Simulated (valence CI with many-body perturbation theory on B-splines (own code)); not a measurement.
# Hyperfine factors and g values of Sb⁹⁺

Calculated by valence CI with perturbative core correlation (CI+MBPT): six valence electrons over a frozen Dirac-Fock core [Kr], a basis of 7 s, 7 p, 8 d, 6 f, 4 g, 1 h functions for each j, with the one-electron correlation potential Σ1 (screened to all orders), the two-electron term Σ2, the three-electron term Σ3, Breit, model QED; selected single and double excitations, second order for the rest, scaled by the run's own slope (own B-spline code, finite nucleus).

No measured spectrum was set against this ion. As an estimate, terms of the open shell hold to 2 to 4 % of their energy, and close levels can change places. Core correlation moves these levels by up to 2900 cm⁻¹, and in measured spectra 5 to 20 % of such shifts remained as error; rates that hang on mixing are uncertain with them. Not all symmetries were solved, so the list stops early. Among the levels kept, up to 1100 cm⁻¹ of a level comes from second order outside the variational space, and about a tenth of that is noise between levels of different J, which matters for small intervals. Only levels of the ground parity were solved; by the run's estimate the other parity begins above the list, which can be wrong where configurations are misplaced.

A/g_I is the dipole constant over the nuclear g factor μ/I (μ in nuclear magnetons, uniformly magnetised nucleus), B/Q the quadrupole constant per barn. Both hold the static response of the core; the bare values leave it out. Large factors of s and p1/2 electrons are usually good to 5 to 10 %; those of open d and f shells near neutrality can be off by tens of per cent, and small factors of p3/2, d and f electrons come from cancelling terms and can be off by a factor of two or in sign, in half-filled shells by more. B is blank for J = 1/2, where it vanishes, and for nearly pure S terms. Energies count from the lowest level. Levels with J = 0 are left out.

Names give the largest LS component (configuration and term), which can be under half, so a name can repeat, a term be missing and a line seem to break the LS rules; names also repeat where a configuration has a term twice.

```csv
Level,E (cm⁻¹),g,A/g_I (MHz),A/g_I bare,B/Q (MHz/b),B/Q bare
4d⁶ ⁵D_4,0.0,1.478,515,1020,2720,2560
4d⁶ ⁵D_3,6047,1.486,201,702,589,557
4d⁶ ⁵D_2,7580,1.482,299,798,-617,-571
4d⁶ ⁵D_1,10105,1.487,216,716,-912,-849
4d⁶ ³H_4,25195,1.029,1470,1470,1320,1230
```

Task: Take the isotope of mass number 123, with I = 7/2, μ = 2.5457 μN and Q = -0.692 b. What is the hyperfine structure of 4d⁶ ³H_4?

Result: From the table A = 1070 MHz, B = -911 MHz. Shifts from the centre of gravity in MHz: F = 1/2: -19200, F = 3/2: -17500, F = 5/2: -14600, F = 7/2: -10700, F = 9/2: -5700, F = 11/2: 244, F = 13/2: 7090, F = 15/2: 14800.
